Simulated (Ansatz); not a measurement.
Species: H₃F₃GeSi, SMILES `F[Si](F)(F)[GeH3]` (charge 0, multiplicity 1).

**Question.** Give a relaxed geometry from r2SCAN-D4/def2-TZVP (Ansatz, an electronic-structure program).

**Answer.** the end point of this relaxation (outside a Z-matrix the atoms follow the SMILES, hydrogens last).
Bonds (Å): F1–Si2 1.583, Si2–F3 1.583, Si2–F4 1.583, Si2–Ge5 2.357, Ge5–H6 1.530, Ge5–H7 1.530, Ge5–H8 1.530. Angles (°): F1–Si2–F3 107.0, F1–Si2–F4 107.0, F1–Si2–Ge5 111.8, F3–Si2–F4 107.0, F3–Si2–Ge5 111.8, F4–Si2–Ge5 111.8, Si2–Ge5–H6 109.4, Si2–Ge5–H7 109.4, Si2–Ge5–H8 109.3, H6–Ge5–H7 109.6, H6–Ge5–H8 109.6, H7–Ge5–H8 109.6.
